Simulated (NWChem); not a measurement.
thiourea (CH4N2S); SMILES NC(N)=S

```xyz
8

N     -0.0366     1.1490    -1.0566
C      0.0000     0.0000    -0.3155
N      0.0366    -1.1490    -1.0566
S      0.0000     0.0000     1.3590
H      0.3458     1.1451    -1.9949
H      0.0938     2.0036    -0.5338
H     -0.3458    -1.1451    -1.9949
H     -0.0938    -2.0036    -0.5338
```
Atoms are numbered in this order, from 1.

All runs: NWChem. Geometry: optimised at B3LYP/6-31G* (spherical d). LC-ωPBE (HJS hole) with def2-SVP; x = 1 − exp(−ω/0.25 bohr⁻¹) is a scale chosen for this fit.

```csv
row,x,−ε(HOMO) (eV)
ω = 0.15,0.451,6.57
ω = 0.25,0.632,7.57
ω = 0.35,0.753,withheld
ω = 0.50,0.865,8.90
ω = 0.60,0.909,9.15
```

Q: Fit a straight line of the last column on the one before it, predict the withheld value, and compare with the run.

A: 
1. Means of the 4 shown rows: x = 0.7143, y = 8.047. Slope Σ(x − x̄)(y − ȳ)/Σ(x − x̄)² = 0.7715/0.1367 = 5.643; intercept 4.017.
2. The shown rows scatter about the line by 0.008 (root mean square); the largest residual is -0.01, at ω = 0.25.
3. At x = 0.753 (ω = 0.35; inside the shown range) the line gives 8.27.
4. The run gives 8.25, -0.02 from the line.
